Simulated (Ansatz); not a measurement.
Pulling on the Bi1–H2 bond in BiH3 (SMILES [BiH3]) (multiplicity 1 held, fragments rigid). Energies count from the point at 1.797 Å.
Geometry at that point (charge 0, multiplicity 1):
```xyz
4

Bi     0.0006    -0.0011     0.0359
H     -1.4703    -0.2134    -0.9736
H      0.9197    -1.1034    -1.0448
H      0.4970     1.4112    -0.9575
```

R- and RO- levels are restricted; in cc, def2 and unpolarised 6-31G sets they are followed outwards from rest. Active spaces are followed from a long bond inwards. Curves can end on different states.

Cores are frozen in the correlated methods. Filled d and f shells under p-block atoms count as core.

Run with Ansatz (a quantum-chemistry and plane-wave program) with Gaussian orbitals. Each number belongs to the level named beside it. In def2 rows elements past Kr take small-core potentials, without spin–orbit coupling.

Energies in kJ/mol.

```tsv
R (Å)	R-HF/def2-SVP	R-SCS-MP2/def2-SVP	CASSCF(2,2)/def2-SVP	FIC-NEVPT4(SD) on CASSCF(2,2)/def2-SVP	FIC-MRCISD+Q on CASSCF(2,2)/def2-SVP
1.437	126	131	140	135	134
1.617	22	25	30	27	26
1.797	0	0	0	0	0
1.976	20	16	10	13	14
2.156	59	52	38	44	45
2.425	131	118	88	99	100
2.695	205	182	135	149	150
3.144	315	268	187	204	205
3.593	403	323	210	229	231
4.132	482	348	220	239	241
4.851	554	327	223	242	244
5.749	605	251	223	243	245
```

Doubts at one or more of the structures used: a restricted determinant that unrestricted orbitals would lower (R-HF/def2-SVP, R-SCS-MP2/def2-SVP).
